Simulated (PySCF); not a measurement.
All of these have the formula C6H7F. The calculation used TDDFT PBE0/def2-SVPD, vertical, gas phase, core orbitals frozen in the response in PySCF. Geometries: GFN2-xTB; one conformer of each isolated species. Triplets are in the Tamm–Dancoff approximation.

Question: Rank by computed lowest singlet excitation energy, lowest first.
A. `C=CC(=C)C(=C)F`
B. `C#C/C(=C\F)CC`
C. `FC1=CCC=CC1`
D. `[C@H]12[C@@H]3[C@H]1C[C@]3(F)C2`
E. `C=C[C@]1(F)CC1=C`
F. `FC1=CC[C@@H]2C[C@H]12`

Answer: A (5.14 eV), E (5.38 eV), B (5.61 eV), C (5.95 eV), F (6.45 eV), D (7.22 eV).

| SMILES | S1 (eV) | first f ≥ 0.01 (nm) | T1 (eV) | HOMO (eV) | gap (eV) | f (S1) | S1 mainly |
| --- | --- | --- | --- | --- | --- | --- | --- |
| C=CC(=C)C(=C)F | 5.14 | 241 | 2.96 | -6.81 | 5.50 | 0.258 | H→L (84%) |
| C=C[C@]1(F)CC1=C | 5.38 | 182 | 4.26 | -7.28 | 6.69 | 0.010 | H→L (93%) |
| C#C/C(=C\F)CC | 5.61 | 217 | 3.45 | -6.97 | 6.19 | 0.000 | H-1→L (96%) |
| FC1=CCC=CC1 | 5.95 | 187 | 4.36 | -6.88 | 7.11 | 0.001 | H→L (98%) |
| FC1=CC[C@@H]2C[C@H]12 | 6.45 | 192 | 4.22 | -6.69 | 7.21 | 0.076 | H→L (59%) |
| F[C@]12C[C@@H]3[C@H](C1)[C@@H]32 | 7.22 | 166 | 7.09 | -7.50 | 8.43 | 0.002 | H→L (91%) |

H and L stand for HOMO and LUMO.

- `C=CC(=C)C(=C)F`: Löwdin shares by element: HOMO carbon 68% or more (atoms not listed hold the other 32%); LUMO carbon 69% or more (atoms not listed hold the other 31%).
- `C=C[C@]1(F)CC1=C`: Löwdin shares by element: HOMO carbon 75% or more (atoms not listed hold the other 25%); LUMO carbon 67% or more (atoms not listed hold the other 33%).
- `C#C/C(=C\F)CC`: Löwdin shares by element: HOMO carbon 80% or more (atoms not listed hold the other 20%); LUMO carbon 78% or more (atoms not listed hold the other 21%).
- `FC1=CCC=CC1`: Löwdin shares by element: HOMO carbon 61% or more (atoms not listed hold the other 39%); LUMO carbon 70% or more (atoms not listed hold the other 30%).
- `FC1=CC[C@@H]2C[C@H]12`: Löwdin shares by element: HOMO carbon 71% or more (atoms not listed hold the other 29%); LUMO carbon 62% or more, fluorine 7% (atoms not listed hold the other 31%).
- `F[C@]12C[C@@H]3[C@H](C1)[C@@H]32`: Löwdin shares by element: HOMO carbon 69% or more (atoms not listed hold the other 31%); LUMO carbon 26% or more, hydrogen 23% or more (atoms not listed hold the other 51%).
